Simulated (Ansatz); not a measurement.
`FC(F)=[CH][AlH2]` + CH₃NH₂ → `C[NH][AlH2]` + `C=C(F)F` at 400 K and 1 bar (ligand exchange at the Al–C bond).

Calculated with Ansatz (gas phase, PBE0-D4/def2-TZVP geometries, no zero-point term in ΔE). CCSD(T)/CBS is the MP2 limit (def2-TZVPP, def2-QZVPP) plus CCSD(T) − MP2 in def2-TZVPP, frozen cores.

```csv
species,CCSD(T)/CBS energy (Eh),H − E (kJ/mol),S (J/(mol·K))
`FC(F)=[CH][AlH2]`,-519.46323,135.2,356.5
CH₃NH₂,-95.75281,185.4,256.0
`C[NH][AlH2]`,-338.38977,203.1,318.3
`C=C(F)F`,-276.85281,115.7,283.4
```

H − E and S are ideal-gas, rigid-rotor, harmonic terms from PBE0-D4/def2-TZVP. 1 Eh = 2625.50 kJ/mol, R = 8.31446 J/(mol·K).

By hand: ΔE, ΔH, ΔS and ΔG.

ΔE = (-338.38977) + (-276.85281) − (-519.46323) − (-95.75281) = -0.02654 Eh = -69.7 kJ/mol. Δ(H − E) = 203.1 + 115.7 − 135.2 − 185.4 = -1.8, so ΔH = -71.5 kJ/mol. ΔS = 318.3 + 283.4 − 356.5 − 256.0 = -10.8 J/(mol·K). ΔG = -71.5 − 400 × (-10.8)/1000 = -67.2 kJ/mol.

By hand: the equilibrium constant, and the temperature at which ΔG would vanish if ΔH and ΔS stayed fixed.

log₁₀ K = −ΔG/(RT ln 10) = 8.8. ΔG = 0 at ΔH/ΔS = 6620 K, far beyond where these terms or the molecules hold.

The number of gas molecules stays the same, so ΔS is small and ΔH decides. A doubt of 5 kJ/mol in ΔE shifts log₁₀ K by 0.7 here. These are equilibria of isolated gas molecules and say nothing of rates. Largest T1 diagnostic: 0.012 (customary marks: 0.02 for closed shells, 0.045 for open ones).
